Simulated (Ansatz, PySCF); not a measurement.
In(H)(F)(OEt) (C₂H₆FInO), SMILES CC[O][InH][F]. Atoms are numbered in the order given.

```xyz
11

In    -0.7215     0.4747    -0.0914
H     -2.2956     1.1133    -0.1491
F      0.7512     1.2316    -1.1761
O     -0.0417    -1.0552     0.9949
C      1.2852    -1.5397     0.9273
C      1.7338    -1.8840    -0.4874
H      1.9960    -0.8135     1.3701
H      1.3237    -2.4441     1.5633
H      1.7351    -0.9781    -1.1163
H      2.7541    -2.3015    -0.4896
H      1.0572    -2.6307    -0.9350
```
Charge 0, spin multiplicity 1.

Geometry: B3LYP-D3(BJ)/def2-SVP. The structure was generated by enumeration; whether it is a known compound was not checked. The def2 effective core potentials stand for the cores of In; spin–orbit coupling is left out. Other conformers were not sampled.

Two levels are set side by side: PBE-D3(BJ)/def2-SVP (Ansatz, a first-principles code) and B3LYP-D3(BJ)/def2-SVP (Ansatz). Each level has its own optimised geometry; the coordinates shown are those of the second. Frequencies come from the Hessian of PySCF at each geometry. Differences are taken from unrounded values.

| quantity | B3LYP-D3(BJ) | PBE-D3(BJ) | PBE-D3(BJ) minus B3LYP-D3(BJ) |
|---|---|---|---|
| mean bond length (Å) | 1.414 | 1.423 | 0.009 |
| bond In1–F3 (Å) | 1.979 | 1.994 | 0.015 |
| bond In1–O4 (Å) | 1.996 | 2.015 | 0.020 |
| bond O4–C5 (Å) | 1.414 | 1.420 | 0.006 |
| bond C5–C6 (Å) | 1.524 | 1.525 | 0.002 |
| bond In1–H2 (Å) | 1.700 | 1.710 | 0.010 |
| bond C5–H7 (Å) | 1.108 | 1.117 | 0.009 |
| bond C5–H8 (Å) | 1.106 | 1.115 | 0.009 |
| bond C6–H9 (Å) | 1.103 | 1.111 | 0.009 |
| bond C6–H10 (Å) | 1.102 | 1.110 | 0.007 |
| bond C6–H11 (Å) | 1.103 | 1.110 | 0.007 |
| highest harmonic wavenumber (cm⁻¹) | 3111 | 3057 | -55 |
| mean harmonic wavenumber (cm⁻¹) | 1255 | 1220 | -35 |
| zero-point energy (kcal/mol) | 48.46 | 47.09 | -1.36 |

GGA bonds tend to be longer and softer than those of functionals with exact exchange. Differences between two approximate levels are no errors against the true value.
